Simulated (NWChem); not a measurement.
System: C4H2F2O; SMILES c1(occc1F)F

Results from NWChem. Pople sets run with spherical d functions. Geometry: optimised at PBE0/def2-SVP.

Task: Taking TPSS/6-311G** as the yardstick, which of these has the fewest basis functions while keeping “highest occupied level (eV)” within 0.2 eV of it: TPSS/6-31+G*; TPSS/STO-3G; TPSS/3-21G; TPSS/6-31G*?

Result: TPSS/3-21G (a larger set in the list lies outside the tolerance).
```csv
level,basis functions,highest occupied level (eV),relative time (rough)
TPSS/STO-3G,37,-2.36,1
TPSS/3-21G,67,-5.36,1
TPSS/6-31G*,102,-5.18,4
TPSS/6-31+G*,130,-5.63,9
TPSS/6-311G**,138,-5.48,7
```

The yardstick is one finite set, not the basis-set limit.
